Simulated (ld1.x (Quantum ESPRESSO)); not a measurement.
## Scattering properties, TM potential for F (Z = 9)

- Element: fluorine (F)
- Generator: ld1.x (Quantum ESPRESSO) 7.5
- Type: norm-conserving Troullier–Martins (Kleinman–Bylander form)
- Functional: LDA (PZ)
- Relativity: scalar-relativistic
- Frozen core: [He]
- Valence charge: 7
- Reference configuration: 2s2 2p3.5 (charge +1.5)
- Partial waves: 2p (bound): rc 1.00 bohr; 2s (bound): rc 0.70 bohr
- Local potential: the s channel
- Core correction: Bessel-smoothed model core inside 0.55 bohr

The phase is arctan(r·u′/u) with u = r·R(r), unwrapped; energies in Ry, scanned from -6 to 5 Ry. A pole is an energy at which the radial function vanishes at the test radius. The pseudo phase is shifted by a multiple of π to meet the all-electron one at the reference energy, and phase errors are pseudo minus all-electron; the curves can meet again beyond the range given. Levels narrower than the energy grid can be missing from the lists of poles.

```
channel  radius (bohr)  reference energy (Ry)  poles, all-electron  poles, pseudo  unbroken range about the reference energy with phases within 0.05 rad  phase error 1 Ry above the reference energy (rad)
      s           1.10                  -4.19                 0.66           0.63                                                        the whole range                                             -0.000
      p           1.10                  -2.82                 0.70           0.74                                                        the whole range                                             +0.001
```

Phases in the s channel:

| E (Ry) | all-electron | pseudo |
| --- | --- | --- |
| -6.00 | 0.333 | 0.331 |
| -5.48 | 0.017 | 0.016 |
| -4.96 | -0.346 | -0.346 |
| -4.44 | -0.674 | -0.674 |
| -3.92 | -0.923 | -0.923 |
| -3.40 | -1.099 | -1.099 |
| -2.88 | -1.223 | -1.224 |
| -2.36 | -1.314 | -1.315 |
| -1.84 | -1.383 | -1.384 |
| -1.32 | -1.437 | -1.438 |
| -0.80 | -1.481 | -1.482 |
| -0.28 | -1.518 | -1.519 |
| 0.24 | -1.549 | -1.550 |
| 0.76 | -1.576 | -1.577 |
| 1.28 | -1.600 | -1.602 |
| 1.80 | -1.622 | -1.624 |
| 2.32 | -1.642 | -1.645 |
| 2.84 | -1.661 | -1.664 |
| 3.36 | -1.679 | -1.683 |
| 3.88 | -1.697 | -1.701 |
| 4.40 | -1.714 | -1.719 |
| 4.92 | -1.732 | -1.738 |
